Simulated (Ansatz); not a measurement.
Two members of one family (GaAs nanocrystals, H-capped) that differ in charge, which shifts all levels, computed with Ansatz in the gas phase. Levels of anions in sets without diffuse functions are rough. The structures are stationary points that may keep the symmetry of their start.

First: Ga4As4H14, cut from wurtzite (singlet, charge 0, PBE-D4/def2-SVP geometry).

```xyz
22

Ga    1.469   -0.869   -2.253
As   -0.819    0.314   -2.311
Ga    0.195   -2.415    1.457
As    1.732   -0.896    0.223
As   -1.967   -1.074    1.048
Ga   -2.017    1.042   -0.256
Ga    2.146    1.318    1.284
As   -0.201    2.302    0.883
H     1.144   -2.306   -2.819
H     2.432    0.184   -2.927
H    -1.858   -0.474   -3.102
H    -0.809    1.548   -3.207
H    -0.061   -3.754    0.661
H     0.398   -2.303    3.018
H     3.081   -1.592    0.395
H    -3.068   -1.931    0.431
H    -2.700   -0.746    2.344
H    -3.407    1.760   -0.435
H     3.074    2.227    0.387
H     2.221    1.204    2.856
H    -0.148    3.642    0.156
H    -0.838    2.820    2.168
```

```
            level  HOMO (eV)  LUMO (eV)  gap (eV)
  PBE-D4/def2-SVP      -6.12      -1.73      4.39
 PBE-D4/def2-TZVP      -6.17      -1.83      4.34
   B3LYP-D4/6-31G      -6.92      -1.09      5.83
 PBE0-D4/def2-SVP      -7.17      -1.00      6.17
PBE0-D4/def2-TZVP      -7.19      -1.09      6.10
```

Second: Ga5As4H16⁻, cut from zinc blende (singlet, charge -1, PBE-D4/def2-SVP geometry).

```xyz
25

Ga    0.489   -2.473    1.782
Ga    2.924   -0.422   -0.890
Ga   -1.041   -1.423   -2.039
Ga   -2.747    0.666    1.244
Ga   -0.311    2.718   -1.429
As    0.951   -1.899   -0.590
As   -0.764   -0.371    2.426
As    1.803    1.791   -0.394
As   -1.787    0.757   -1.045
H     1.815   -2.512    2.659
H    -0.592   -3.632    1.896
H     4.023   -0.651    0.238
H     3.344   -0.322   -2.420
H    -2.153   -2.520   -1.748
H    -0.535   -1.156   -3.522
H    -3.891   -0.432    1.347
H    -2.953    2.115    1.865
H     0.040    2.883   -2.971
H    -0.745    3.975   -0.559
H     1.478   -3.232   -1.133
H    -1.122   -0.486    3.912
H     0.276    0.734    2.617
H     2.876    2.881   -0.487
H     1.638    1.883    1.123
H    -3.017    1.130   -1.880
```

Estimate how these quantities change from the first to the second (second minus first).


```csv
level,Δ HOMO (eV),Δ LUMO (eV),Δ gap (eV)
PBE-D4/def2-SVP,3.20,3.09,-0.11
PBE-D4/def2-TZVP,3.16,3.05,-0.12
B3LYP-D4/6-31G,3.17,3.22,0.04
PBE0-D4/def2-SVP,3.19,3.06,-0.13
PBE0-D4/def2-TZVP,3.16,3.02,-0.14
```
